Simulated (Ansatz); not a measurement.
`B[SiH](F)I` and `B[SiH](F)S` differ in one atom or group.

Ansatz, PBE0-D4/def2-TZVP geometries, multiplicity 1. Each molecule was computed in one conformer, which needn't be the lowest. `B[SiH](F)I` holds a close contact that its SMILES doesn't draw: I···B 2.62 Å. `B[SiH](F)S` holds a close contact that its SMILES doesn't draw: S···B 2.08 Å.

Elements past krypton have def2 core potentials.  Spin–orbit coupling is left out; it splits and shifts lone-pair levels of the heavy atoms by tenths of an eV.

```json
{"property": "size of the dipole moment (PBE/def2-TZVPP) / D", "`B[SiH](F)I`": "0.97"}
{"property": "HOMO–LUMO gap (ωB97M-V/def2-TZVPP) / eV", "`B[SiH](F)I`": "10.20"}
{"property": "zero-point energy (PBE0-D4/def2-TZVP) / kJ/mol", "`B[SiH](F)I`": "87.7"}
{"property": "HOMO energy (ωB97M-V/def2-TZVPP) / eV", "`B[SiH](F)I`": "-10.04"}
{"property": "LUMO energy (ωB97M-V/def2-TZVPP) / eV", "`B[SiH](F)I`": "0.16"}
{"property": "LUMO energy (PBE0/def2-TZVPP) / eV", "`B[SiH](F)I`": "-1.64"}
```

**Question.** What does the change do to each property? (Estimate.)

**Answer.** Computed: 
```tsv
property	`B[SiH](F)S`	shift
size of the dipole moment (PBE/def2-TZVPP) / D	1.06	0.09
HOMO–LUMO gap (ωB97M-V/def2-TZVPP) / eV	10.68	0.48
zero-point energy (PBE0-D4/def2-TZVP) / kJ/mol	113.0	25.3
HOMO energy (ωB97M-V/def2-TZVPP) / eV	-9.56	0.48
LUMO energy (ωB97M-V/def2-TZVPP) / eV	1.12	0.96
LUMO energy (PBE0/def2-TZVPP) / eV	-0.64	1.00
```

With PBE0 the HOMO rises by 0.50 eV and the LUMO rises by 1.00 eV, so the gap widens by about 0.50 eV. PBE moves the HOMO by 0.49 eV and ωB97M-V by 0.48 eV. The zero-point energy changes by 25.3 kJ/mol with +3 modes. Dipoles are sizes alone; their direction can turn.
